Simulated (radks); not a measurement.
The gadolinium anion Gd- inside a hard spherical wall (all orbitals vanish at R), configuration held at [Xe] 4f7 5d2 6s2 and not refilled when levels cross. Calculated with a radial shooting solver on a logarithmic mesh with Libxc functionals: scalar-relativistic Kohn-Sham, PBE, spin-unpolarised, spherical densities, point nucleus. Eigenvalues in eV, with the zero of energy where the potential of the charges vanishes at infinity; a dash marks a level that is unbound or too diffuse for the functional's potential to be trusted. A positive occupied level is held by the wall or, in an anion where self-interaction has pushed it up, behind a barrier. The pressure on the wall is -dE/dV.

R (bohr)  E (hartree)  kinetic (hartree)    e(5p)   e(4f)   e(6s)  e(6p, empty)  e(7s, empty)   e(5d)  pressure (GPa)
20        -11271.1189          12103.982  -22.336  -3.739  -0.153         1.652         1.812   1.832         0.00330
12        -11271.1094          12103.996  -21.331  -2.727   0.505         2.581         4.285   2.667          0.0578
8         -11271.0529          12104.211  -19.202  -0.573   2.067         4.912        10.935   4.482            1.46
7         -11270.9945          12104.414  -17.895   0.762   3.235         6.606        15.509   5.654            3.95
6         -11270.8684          12104.821  -15.934   2.801   5.373         9.669        23.487   7.540            12.0
5         -11270.5687          12105.756  -12.937   6.032   9.726        15.794        38.684  10.771            43.6
4         -11269.7136          12108.552   -7.719  12.021  20.340        30.075        71.730  17.218             216
3.5       -11268.6423          12112.227   -2.986  17.618  32.061        44.980        104.12  23.474             578
2         -11243.9927          12190.944   62.904  80.747  214.74        249.78        495.84  109.66           32900
